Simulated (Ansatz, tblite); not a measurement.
Forces on AlMe2(sacsac) (C₇H₁₃AlS₂) at its PBE-D4/def2-SVP geometry. Total charge 0; singlet.

The xTB rows come from tblite. Single mean-field runs in def2-TZVP are fitted with def2-universal-jkfit.

GFN2-xTB (tblite), largest force 0.66 eV/Å:

```xyz
23
positions Å, forces eV/Å
Al    1.795   -0.291   -0.056    0.253   -0.001    0.033
C     1.960    1.188    1.239   -0.118    0.358    0.294
H     0.977    1.630    1.508    0.429    0.037    0.079
H     2.591    2.010    0.835   -0.342   -0.354    0.285
H     2.438    0.849    2.183   -0.261    0.260   -0.437
C     3.345   -1.298   -0.739    0.239   -0.242   -0.179
H     3.063   -2.099   -1.453    0.310    0.219    0.222
H     3.911   -1.775    0.090   -0.237    0.177   -0.466
H     4.060   -0.625   -1.261   -0.314   -0.401    0.215
S     0.490    0.418   -1.871   -0.469    0.022    0.164
C    -1.045    0.739   -1.172   -0.257   -0.145    0.424
C    -1.882    1.718   -1.959   -0.047    0.274   -0.124
C    -1.622    0.169   -0.022    0.084   -0.338   -0.304
C    -1.265   -0.954    0.756   -0.188    0.422   -0.212
C    -2.331   -1.502    1.675   -0.163    0.104    0.288
S     0.207   -1.821    0.770   -0.415    0.178   -0.082
H    -2.954    1.670   -1.688    0.628    0.005   -0.148
H    -1.520    2.752   -1.771   -0.197   -0.582   -0.059
H    -1.767    1.542   -3.047   -0.041    0.027    0.659
H    -2.632    0.555    0.202    0.534   -0.219   -0.098
H    -3.323   -1.533    1.180    0.603   -0.007    0.235
H    -2.428   -0.835    2.560    0.061   -0.365   -0.496
H    -2.067   -2.510    2.044   -0.092    0.573   -0.293
```

r2SCAN-D4/def2-TZVP (Ansatz), largest force 0.56 eV/Å:

```
Al -0.097 -0.021 -0.036
C 0.067 0.240 0.221
H 0.456 -0.196 -0.118
H -0.291 -0.358 0.195
H -0.222 0.170 -0.418
C 0.288 -0.124 -0.075
H 0.132 0.361 0.323
H -0.244 0.201 -0.389
H -0.313 -0.322 0.227
S -0.335 0.048 0.311
C 0.094 -0.210 0.171
C -0.194 0.221 -0.159
C -0.153 -0.043 -0.094
C 0.177 0.149 -0.167
C -0.242 -0.107 0.205
S -0.319 0.343 -0.054
H 0.513 0.005 -0.109
H -0.144 -0.483 -0.063
H -0.041 0.063 0.532
H 0.452 -0.191 -0.100
H 0.470 0.036 0.208
H 0.068 -0.286 -0.411
H -0.120 0.503 -0.202
```

PBE0-D4/def2-TZVP (Ansatz), largest force 0.74 eV/Å:

```
Al -0.117 -0.005 -0.036
C 0.061 0.287 0.263
H 0.462 -0.217 -0.136
H -0.299 -0.381 0.183
H -0.228 0.155 -0.439
C 0.330 -0.163 -0.102
H 0.119 0.374 0.333
H -0.266 0.214 -0.386
H -0.336 -0.314 0.237
S -0.541 0.075 0.439
C 0.181 -0.295 0.202
C -0.122 0.174 -0.098
C -0.116 -0.063 -0.144
C 0.292 0.137 -0.225
C -0.172 -0.042 0.150
S -0.540 0.494 -0.071
H 0.528 -0.002 -0.113
H -0.147 -0.508 -0.054
H -0.043 0.048 0.546
H 0.492 -0.203 -0.112
H 0.495 0.028 0.206
H 0.083 -0.297 -0.430
H -0.114 0.506 -0.213
```
